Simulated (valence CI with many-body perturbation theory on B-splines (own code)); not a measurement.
# Pm⁵⁵⁺: electric-dipole lines

Level of theory: valence CI with perturbative core correlation (CI+MBPT): four valence electrons over a frozen Dirac-Fock core [He], radial functions for each j: 11 s, 11 p, 10 d, 8 f, 5 g, 2 h, with the one-electron correlation potential Σ1, the two-electron term Σ2, the three-electron term Σ3, Breit, model QED; selected CI, second order for the rest, scaled by the run's own slope (own B-spline code, finite nucleus).

The last digits are not significant, and no measured levels were compared; by estimate large intervals hold to a few tenths of a per cent, small ones and those within an open d or f shell to about a per cent. Among the levels kept, up to 900 cm⁻¹ of a level comes from second order outside the variational space, and about a tenth of that is noise between levels of different J, which matters for small intervals.

Lines 151 to 200 of 555 in falling wavelength, among levels below 8646.3 eV, chosen from the strongest by gf and those to the six lowest levels. Wavelengths and rates use the calculated energies. Electric multipoles are in the length gauge with retardation, E1 and E2 with the static RPA response of the core. Weak lines are less certain than strong ones. Lines between different terms over intervals too small for the method are left out, as are lines whose strength nearly cancels. The highest levels of a list are the least certain.

Levels are named by their leading jj configuration (3d3/2^4 stands for four electrons in 3d with j = 3/2), which in mixed levels can hold well under half, so a name can repeat and another be missing. Letters in brackets count levels of one name in rising energy.

```tsv
λ vac (nm)	Upper	Lower	A (s⁻¹)	log gf	Branch %
4.237	(2s 2p1/2^2 2p3/2) J=1	(2s^2 2p1/2 2p3/2) J=1	7.37e+09	-2.23	0.3
1.613	(2s 2p3/2^2 3d5/2) J=5	(2s^2 2p3/2 3d5/2) J=4	3.62e+11	-0.81	91.8
1.613	(2s 2p3/2^2 3p3/2) J=4	(2s^2 2p3/2 3p3/2) J=3	3.64e+11	-0.89	26.8
1.609	(2p1/2 2p3/2^2 3d5/2) J=3	(2s 2p1/2 2p3/2 3d5/2) J=2 [c]	4.39e+11	-0.92	1.5
1.609	(2s 2p3/2^2 3s) J=3	(2s^2 2p3/2 3s) J=2	4.66e+11	-0.90	1.1
1.602	(2s 2p3/2^2 3d3/2) J=4	(2s^2 2p3/2 3d3/2) J=3	3.61e+11	-0.90	0.1
1.596	(2s 2p3/2^2 3p1/2) J=3	(2s^2 2p3/2 3p1/2) J=2	4.17e+11	-0.95	0.2
1.592	(2p1/2 2p3/2^2 3p3/2) J=3 [a]	(2s 2p1/2 2p3/2 3p3/2) J=2 [c]	8.74e+11	-0.63	0.5
1.585	(2s 2p1/2 2p3/2^2) J=2 [a]	(2s^2 2p1/2 2p3/2) J=1	4.72e+11	-1.05	97.5
1.582	(2p1/2 2p3/2^2 3d5/2) J=4	(2s 2p1/2 2p3/2 3d5/2) J=3 [c]	8.66e+11	-0.53	16.0
1.578	(2p1/2 2p3/2^2 3d5/2) J=3	(2s 2p1/2 2p3/2 3d5/2) J=3 [c]	3.74e+11	-1.01	1.3
1.569	(2p1/2 2p3/2^2 3p3/2) J=3 [b]	(2s 2p1/2 2p3/2 3p3/2) J=2 [d]	7.34e+11	-0.72	0.4
1.552	(2p1/2 2p3/2^2 3d3/2) J=3 [b]	(2s 2p1/2 2p3/2 3d3/2) J=2 [d]	8.26e+11	-0.68	0.1
1.542	(2p1/2 2p3/2^2 3s) J=2 [b]	(2s 2p1/2 2p3/2 3s) J=1 [c]	6.02e+11	-0.97	0.4
1.541	(2s 2p1/2 2p3/2^2) J=3	(2s^2 2p1/2 2p3/2) J=2	4.47e+11	-0.95	97.6
1.541	(2p1/2 2p3/2^2 3d3/2) J=3 [a]	(2s 2p1/2 2p3/2 3d3/2) J=2 [c]	4.48e+11	-0.95	0.3
1.540	(2p1/2 2p3/2^2 3p3/2) J=4	(2s 2p1/2 2p3/2 3p3/2) J=3 [c]	1.31e+12	-0.38	0.7
1.537	(2p1/2 2p3/2^2 3p1/2) J=2 [b]	(2s 2p1/2 2p3/2 3p1/2) J=1 [c]	1.23e+12	-0.66	0.5
1.533	(2p1/2 2p3/2^2 3s) J=3	(2s 2p1/2 2p3/2 3s) J=2 [c]	8.55e+11	-0.68	2.7
1.529	(2p1/2 2p3/2^2 3d3/2) J=4	(2s 2p1/2 2p3/2 3d3/2) J=3 [c]	9.27e+11	-0.53	17.9
1.522	(2p1/2 2p3/2^2 3p1/2) J=3	(2s 2p1/2 2p3/2 3p1/2) J=2 [c]	8.92e+11	-0.66	0.4
1.507	(2p1/2 2p3/2^2 3p3/2) J=2 [b]	(2s 2p1/2 2p3/2 3p3/2) J=1 [d]	1.12e+12	-0.72	0.6
1.490	(2s 2p3/2^3) J=2	(2s^2 2p3/2^2) J=2	1.65e+12	-0.56	98.9
1.483	(2s 2p3/2^2 3p3/2) J=3 [b]	(2s^2 2p3/2 3p3/2) J=2	7.41e+11	-0.77	0.4
1.482	(2s 2p3/2^2 3d5/2) J=4 [b]	(2s^2 2p3/2 3d5/2) J=3	6.14e+11	-0.74	6.8
1.479	(2s 2p1/2 2p3/2 3d5/2) J=3 [c]	(2s^2 2p1/2 3d5/2) J=2	1.77e+12	-0.39	1.0
1.477	(2p1/2^2 2p3/2^2) J=2	(2s 2p1/2^2 2p3/2) J=1	1.38e+12	-0.65	43.7
1.477	(2p1/2 2p3/2^3) J=1	(2s 2p1/2 2p3/2^2) J=1 [a]	1.92e+12	-0.72	38.0
1.476	(2s 2p1/2 2p3/2 3d5/2) J=4 [c]	(2s^2 2p1/2 3d5/2) J=3	1.64e+12	-0.32	0.7
1.476	(2s 2p1/2 2p3/2 3s) J=1 [b]	(2s^2 2p1/2 3s) J=1	1.22e+12	-0.92	1.9
1.475	(2p1/2 2p3/2^2 3p3/2) J=1 [c]	(2s 2p1/2 2p3/2 3p3/2) J=1 [c]	1.14e+12	-0.95	0.6
1.475	(2s 2p1/2 2p3/2 3d3/2) J=2 [c]	(2s^2 2p1/2 3d3/2) J=2	1.32e+12	-0.67	0.9
1.473	(2s 2p1/2 2p3/2 3p3/2) J=2 [c]	(2s^2 2p1/2 3p3/2) J=1	1.39e+12	-0.64	1.1
1.472	(2s 2p1/2 2p3/2 3p3/2) J=3 [c]	(2s^2 2p1/2 3p3/2) J=2	1.80e+12	-0.39	1.7
1.472	(2s 2p3/2^2 3d5/2) J=2 [b]	(2s^2 2p3/2 3d5/2) J=1	9.09e+11	-0.83	0.8
1.468	(2s 2p3/2^2 3p3/2) J=2 [b]	(2s^2 2p3/2 3p3/2) J=2	1.62e+12	-0.58	9.3
1.468	(2p1/2^2 2p3/2 3d5/2) J=2	(2s 2p1/2^2 3d5/2) J=2	9.99e+11	-0.79	0.2
1.468	(2s 2p3/2^2 3d5/2) J=3 [c]	(2s^2 2p3/2 3d5/2) J=3	1.30e+12	-0.53	0.2
1.468	(2p1/2 2p3/2^2 3s) J=1 [b]	(2s 2p1/2 2p3/2 3s) J=2 [c]	1.44e+12	-0.86	1.1
1.466	(2s 2p1/2 2p3/2 3p3/2) J=2 [c]	(2s^2 2p1/2 3p3/2) J=2	6.40e+11	-0.99	0.5
1.465	(2p1/2^2 2p3/2 3p3/2) J=1	(2s 2p1/2^2 3p3/2) J=1	1.30e+12	-0.90	0.7
1.464	(2p1/2 2p3/2^3) J=2	(2s 2p1/2 2p3/2^2) J=2 [b]	2.87e+12	-0.34	60.1
1.464	(2p1/2 2p3/2^2 3p3/2) J=2 [c]	(2s 2p1/2 2p3/2 3p3/2) J=2 [d]	1.28e+12	-0.69	0.6
1.464	(2s 2p1/2 2p3/2 3p1/2) J=1 [b]	(2s^2 2p1/2 3p1/2) J=1	2.10e+12	-0.69	0.6
1.464	(2p3/2^4) J=0	(2s 2p3/2^3) J=1	6.57e+12	-0.68	98.3
1.462	(2s 2p1/2 2p3/2 3d3/2) J=3 [c]	(2s^2 2p1/2 3d3/2) J=2	1.42e+12	-0.50	4.4
1.462	(2p1/2 2p3/2^2 3p3/2) J=3 [b]	(2s 2p1/2 2p3/2 3p3/2) J=3 [b]	1.09e+12	-0.61	0.6
1.461	(2s 2p1/2 2p3/2 3p1/2) J=2 [c]	(2s^2 2p1/2 3p1/2) J=1	1.60e+12	-0.59	0.5
1.459	(2p1/2^2 2p3/2 3d5/2) J=4	(2s 2p1/2^2 3d5/2) J=3	1.21e+12	-0.46	30.8
1.458	(2s 2p1/2 2p3/2 3d3/2) J=2 [d]	(2s^2 2p1/2 3d3/2) J=1	1.53e+12	-0.61	0.2
```

(1) How does gf follow from A for the line at 1.522 nm?

## Answers

(1) gf = 1.4992 × (2J+1)_upper × A / σ², with σ = 6568639 cm⁻¹ and 2J+1 = 7: gf = 0.217.
